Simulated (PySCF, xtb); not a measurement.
ClHOSi, SMILES [Si](Cl)O (connectivity only; charge and spin as stated), neutral, multiplicity 1.

GFN2-xTB (xtb) at its own geometry gives an orbital gap of 3.12 eV and a dipole moment of 2.59 D.

Geometry optimised at B3LYP-D3(BJ)/def2-TZVP. The values are those of a single conformer.

**Question.** What does M06-2X/def2-TZVPD run with PySCF give? (An estimate is asked for; the answer gives what the named calculation found.)

**Answer.** gap 7.25 eV (levels -8.52 and -1.27 eV), dipole 2.70 D.
